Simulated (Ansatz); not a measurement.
`FC(F)(F)CBr` → `FCBr` + `F[C]F` at 600 K and 1 bar (difluorocarbene loss).

Computed with Ansatz on PBE0-D4/def2-TZVP structures; ΔE is electronic, products minus reactants. CBS: MP2 limit from def2 TZ/QZ plus the TZ coupled-cluster correction, frozen cores. This one scheme is used for every species. For Br outer-core shells are correlated without core-valence functions, which leaves a few kJ/mol of doubt a bond. Scalar relativity is left out up to krypton.

```tsv
species	CCSD(T)/CBS energy (Eh)	H − E (kJ/mol)	S (J/(mol·K))
`FC(F)(F)CBr`	-2950.00902	165.5	413.4
`FCBr`	-2712.35054	109.9	316.9
`F[C]F`	-237.54028	42.2	271.0
```

H − E and S are ideal-gas, rigid-rotor, harmonic terms from PBE0-D4/def2-TZVP. 1 Eh = 2625.50 kJ/mol, R = 8.31446 J/(mol·K).

**Question.** By hand: ΔE, ΔH, ΔS and ΔG.

**Answer.** ΔE = (-2712.35054) + (-237.54028) − (-2950.00902) = 0.11820 Eh = 310.3 kJ/mol. Δ(H − E) = 109.9 + 42.2 − 165.5 = -13.4, so ΔH = 296.9 kJ/mol. ΔS = 316.9 + 271.0 − 413.4 = 174.5 J/(mol·K). ΔG = 296.9 − 600 × (174.5)/1000 = 192.2 kJ/mol.

**Question.** By hand: the equilibrium constant, and the temperature at which ΔG would vanish if ΔH and ΔS stayed fixed.

**Answer.** log₁₀ K = −ΔG/(RT ln 10) = -16.7. ΔG = 0 at ΔH/ΔS = 1701 K.

The number of gas molecules changes by +1, which sets the sign of ΔS. A doubt of 5 kJ/mol in ΔE shifts log₁₀ K by 0.4 here. These are equilibria of isolated gas molecules and say nothing of rates. Largest T1 diagnostic: 0.017 (customary marks: 0.02 for closed shells, 0.045 for open ones).
